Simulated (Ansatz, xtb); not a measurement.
# Two isomers of C3H9BNP

Structure a: `C=C(C)B(N)P`, a singlet. Structure b: `PB1CCCN1`, a singlet. Both are isolated molecules in the gas phase, relaxed with PBE0-D3(BJ)/def2-SVP; the shapes shown needn't be the lowest conformers.

a (Å):

```yaml
atoms:
  - { symbol: C, position_ang: [1.1770, -0.1782, 0.0138] }
  - { symbol: C, position_ang: [-0.0440, -0.7281, 0.1191] }
  - { symbol: C, position_ang: [-0.9565, -0.8079, -1.0749] }
  - { symbol: B, position_ang: [-0.5311, -1.3276, 1.4902] }
  - { symbol: N, position_ang: [-1.6670, -2.1411, 1.5273] }
  - { symbol: P, position_ang: [0.5030, -1.0419, 3.1119] }
  - { symbol: H, position_ang: [1.8598, -0.1254, 0.8685] }
  - { symbol: H, position_ang: [1.5526, 0.2304, -0.9321] }
  - { symbol: H, position_ang: [-1.9229, -0.3148, -0.8758] }
  - { symbol: H, position_ang: [-0.5151, -0.3391, -1.9672] }
  - { symbol: H, position_ang: [-1.1843, -1.8569, -1.3342] }
  - { symbol: H, position_ang: [-2.1890, -2.3893, 0.6956] }
  - { symbol: H, position_ang: [-2.0384, -2.5512, 2.3734] }
  - { symbol: H, position_ang: [-0.5438, -1.2862, 4.0522] }
  - { symbol: H, position_ang: [0.3598, 0.3764, 3.1481] }
```

b (Å):

```tsv
atom	x (Å)	y (Å)	z (Å)
C	-0.3589	0.5764	1.7067
C	0.2541	1.1089	0.4010
C	0.7862	-0.1204	-0.3429
B	-0.7537	-0.9081	1.3037
N	-0.0687	-1.2031	0.1221
P	-2.0221	-2.0622	2.1757
H	-1.3575	-3.3092	1.9724
H	-1.5348	-1.8724	3.5021
H	-1.1748	1.2055	2.0926
H	0.3958	0.5191	2.5143
H	-0.5396	1.5745	-0.2058
H	1.0353	1.8705	0.5478
H	0.7388	-0.0018	-1.4385
H	1.8452	-0.3183	-0.0871
H	-0.0301	-2.0937	-0.3563
```

Quicker runs give these differences E(b) − E(a): GFN2-xTB −24.8 kcal/mol; HF/STO-3G −43.6 kcal/mol (at GFN2-xTB geometries); r2SCAN-D4/def2-SVP −11.3 kcal/mol (at GFN2-xTB geometries).

Problem. Estimate E(b) − E(a) at the level CCSD(T)/def2-SVP + ΔMP2/def2-TZVPP.

Solution. Calculated at CCSD(T)/def2-SVP + ΔMP2/def2-TZVPP: E(b) − E(a) = −7.0 kcal/mol, so structure b lies lower.

The same difference at several levels:

```
                             level              geometry  E(b) − E(a) (kcal/mol)  departure from the last row (kcal/mol)  job, with rough time for the two
                          GFN2-xTB              GFN2-xTB                     −24.8                                   −17.8              optimisation, 0.43 s
                         HF/STO-3G              GFN2-xTB                     −43.6                                   −36.6               single point, 0.5 s
                r2SCAN-D4/def2-SVP              GFN2-xTB                     −11.3                                    −4.3               single point, 4.6 s
              PBE0-D3(BJ)/def2-SVP  PBE0-D3(BJ)/def2-SVP                     −14.1                                    −7.1                optimisation, 50 s
                       HF/def2-SVP  PBE0-D3(BJ)/def2-SVP                      −9.0                                    −2.1           part of the CCSD(T) run
                      MP2/def2-SVP  PBE0-D3(BJ)/def2-SVP                     −11.8                                    −4.9           part of the CCSD(T) run
                  CCSD(T)/def2-SVP  PBE0-D3(BJ)/def2-SVP                     −10.3                                    −3.3                      single point
CCSD(T)/def2-SVP + ΔMP2/def2-TZVPP  PBE0-D3(BJ)/def2-SVP                      −7.0                                                        single point, 66 s
```

As drawn, b has 1 C–C, 1 C–N, 1 C–H in place of 1 C=C, 1 N–H. Structure a has no ring, b a 5-membered ring.

None of the levels shown reverses the order. The largest departure from CCSD(T)/def2-SVP + ΔMP2/def2-TZVPP is that of HF/STO-3G, 36.6 kcal/mol. The last row adds to CCSD(T) the change of the MP2 difference between the two basis sets, here +3.3 kcal/mol, a large step that makes the value less sure.

With thermal terms from frequencies at re-optimised GFN2-xTB minima (ideal gas, soft modes damped towards free rotors, one conformer each, 298.15 K, 1 atm): the zero-point term adds +2.3 kcal/mol; ΔH is −5.5 and ΔG −3.8 kcal/mol.

The correlated steps freeze 10 core orbitals. Codes used: Ansatz 0.2.0, xtb 6.7.1; the last row on 4 threads of Arm Neoverse V1 on a shared host.
